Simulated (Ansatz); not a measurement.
C4F8 (`F/C(=C(\F)C(F)(F)F)C(F)(F)F`), relaxed with RKS PBE0-D4/def2-TZVP in Ansatz from a PBE-D4/def2-SVP geometry. The force threshold is 0.005 eV/Å; the program also tests the step.

The species carries charge 0 and has multiplicity 1.

Start:

```xyz
12

F    -1.813   -1.507    0.229
C    -0.727   -0.734    0.164
C    -0.781    0.409   -0.555
F    -1.899    0.707   -1.219
C     0.326    1.432   -0.762
F     1.087    1.125   -1.833
F    -0.226    2.639   -0.977
F     1.129    1.514    0.316
C     0.453   -1.265    0.971
F     0.255   -2.567    1.235
F     1.607   -1.138    0.286
F     0.588   -0.615    2.145
```

(1) How much energy does the relaxation release, and in how many steps? (An estimate is asked.)

(2) Which bonds change most? (An estimate is asked.)

(3) Give the relaxed structure. (Best estimate.)

## Answers

(1) The calculation gave: 0.08 eV, in 6 steps.

(2) The calculation gave: C2–C3 from 1.351 to 1.328 Å; C9–F11 from 1.348 to 1.330 Å; C5–F8 from 1.347 to 1.328 Å; C5–F7 from 1.345 to 1.329 Å.

(3) Ansatz gave: 
```xyz
12

F    -1.806   -1.459    0.267
C    -0.722   -0.707    0.181
C    -0.763    0.395   -0.558
F    -1.871    0.683   -1.220
C     0.327    1.423   -0.770
F     1.069    1.129   -1.838
F    -0.232    2.611   -0.975
F     1.130    1.517    0.283
C     0.449   -1.259    0.972
F     0.263   -2.559    1.169
F     1.599   -1.098    0.324
F     0.557   -0.675    2.165
```
